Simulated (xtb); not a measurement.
Job for xtb: GFN1-xTB on SbP, 2S+1 = 1, a spin state set in the input, which need not be the lowest, a point of a bond scan (R = 2.085 Å).

```
$ xtb mol.xyz --gfn 1 --sp --chrg 0 --uhf 0
2

P      0.00000000     0.00000000     0.00000000
Sb     0.00000000     0.00000000     2.08475700
```

The head of its log:

```
[...]
           -------------------------------------------------
          |                Calculation Setup                |
           -------------------------------------------------



           -------------------------------------------------
          |                 G F N 1 - x T B                 |
           -------------------------------------------------

        Reference                      10.1021/acs.jctc.7b00118
      * Hamiltonian:
        H0-scaling (s, p, d)           1.850000    2.250000    2.000000
        zeta-weighting                 0.000000
      * Dispersion:
        s8                             2.400000
        a1                             0.630000
        a2                             5.000000
        s9                             0.000000
      * Repulsion:
        kExp                           1.500000
        rExp                           1.000000
      * Coulomb:
        alpha                          2.000000
        third order                    atomic
        anisotropic                    false
      * Halogen bond correction:
        rad-scale                      1.300000
        damping                        0.440000


          ...................................................
          :                      SETUP                      :
          :.................................................:
          :  # basis functions                  20          :
          :  # atomic orbitals                  18          :
          :  # shells                            6          :
          :  # electrons                        10          :
          :  # halogen bonds                     0          :
          :  max. iterations                   250          :
          :  Hamiltonian                  GFN1-xTB          :
          :  restarted?                      false          :
          :  GBSA solvation                  false          :
          :  PC potential                    false          :
          :  electronic temp.          300.0000000     K    :
          :  accuracy                    1.0000000          :
          :  -> integral cutoff          0.2500000E+02      :
          :  -> integral neglect         0.1000000E-07      :
          :  -> SCF convergence          0.1000000E-05 Eh   :
          :  -> wf. convergence          0.2000000E-04 e    :
          :  Broyden damping             0.4000000          :
          :  net charge                          0          :
          :  unpaired electrons                  0          :
          ...................................................

 iter      E             dE          RMSdq      gap      omega  full diag
   1     -3.9072197 -0.390722E+01  0.146E+01    2.52       0.0  T
   2     -3.4778317  0.429388E+00  0.321E+01    5.02       1.0  T
```

### Question
What total energy does the run end on?

### Answer
-5.0520 hartree.
